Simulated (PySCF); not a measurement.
Several molecules and their computed UV-vis stick spectra, shuffled. The calculation used TDDFT PBE0/def2-SVPD, vertical, gas phase, core orbitals frozen in the response (PySCF 2.14.0, density-fitted response routines). Geometries: GFN2-xTB; one conformer of each isolated species. Triplets are in the Tamm–Dancoff approximation.

A. `N1(C=C)[Si@@H](N[SiH2]1)N`
B. `CPC1=CC=CN=C1`
C. `[H]/N=C1\C=C(C(F)F)CC1`
D. `c1([SiH3])c([pH]cc1F)C`
E. `O=c1cc(S[SiH3])cco1`

Lowest singlet levels (six at most, fewer where fewer were computed) with oscillator strengths:

1. 275 nm (f 0.047); 243 nm (f 0.098); 216 nm (f 0.002); 209 nm (f 0.007); 203 nm (f 0.018); 190 nm (f 0.050); T1 2.93 eV
2. 284 nm (f 0.003); 214 nm (f 0.422); 181 nm (f 0.000); 179 nm (f 0.001); 175 nm (f 0.040); 172 nm (f 0.033 summed over 2 states) [of 8 roots; the last level is left out, as the window may have cut its degenerate partner]; T1 3.48 eV
3. 263 nm (f 0.010); 253 nm (f 0.015); 249 nm (f 0.026); 236 nm (f 0.178); 207 nm (f 0.036); 201 nm (f 0.026); T1 3.95 eV
4. 280 nm (f 0.086); 262 nm (f 0.000); 247 nm (f 0.189); 227 nm (f 0.004); 213 nm (f 0.000); 207 nm (f 0.309); T1 2.93 eV
5. 271 nm (f 0.002); 226 nm (f 0.015); 216 nm (f 0.020); 209 nm (f 0.024); 207 nm (f 0.030); 204 nm (f 0.036); T1 4.04 eV

Task: Which spectrum belongs to which structure?

Result: 1 = D, 2 = C, 3 = B, 4 = E, 5 = A.
- A: S1 at 4.58 eV, HOMO→LUMO (97%); Löwdin shares by element: HOMO carbon 52%, nitrogen 34% or more; LUMO silicon 42%, hydrogen 18% or more (atoms not listed hold the other 40%); HOMO -5.85 and LUMO -0.13 eV.
- B: S1 at 4.72 eV, HOMO-1→LUMO (62%), HOMO→LUMO (34%); Löwdin shares by element: HOMO phosphorus 44%, carbon 29% or more (atoms not listed hold the other 27%); LUMO carbon 46% or more, nitrogen 21% (atoms not listed hold the other 33%); HOMO -6.79 and LUMO -0.95 eV.
- C: S1 at 4.36 eV, HOMO→LUMO (98%); Löwdin shares by element: HOMO nitrogen 61%, carbon 20% or more, hydrogen 8% or more; LUMO carbon 59% or more, nitrogen 18% (atoms not listed hold the other 22%); HOMO -7.56 and LUMO -1.61 eV.
- D: S1 at 4.51 eV, HOMO→LUMO (96%); Löwdin shares by element: HOMO carbon 75% or more (atoms not listed hold the other 25%); LUMO carbon 51% or more, phosphorus 13% (atoms not listed hold the other 36%); HOMO -6.73 and LUMO -1.38 eV.
- E: S1 at 4.42 eV, HOMO→LUMO (98%); Löwdin shares by element: HOMO carbon 34% or more, oxygen 19% or more, sulfur 14% (atoms not listed hold the other 32%); LUMO carbon 54% or more, oxygen 11% or more (atoms not listed hold the other 35%); HOMO -7.00 and LUMO -1.90 eV.
A and B have S1 within 0.15 eV of each other; their strongest listed levels stand at 6.07 eV (f 0.036) and 5.26 eV (f 0.178).
A and D have S1 within 0.07 eV of each other; their strongest listed levels stand at 6.07 eV (f 0.036) and 5.10 eV (f 0.098).
C and D have S1 within 0.15 eV of each other; their strongest listed levels stand at 5.79 eV (f 0.422) and 5.10 eV (f 0.098).
C and E have S1 within 0.07 eV of each other; their strongest listed levels stand at 5.79 eV (f 0.422) and 5.99 eV (f 0.309).
D and E have S1 within 0.09 eV of each other; their strongest listed levels stand at 5.10 eV (f 0.098) and 5.99 eV (f 0.309).
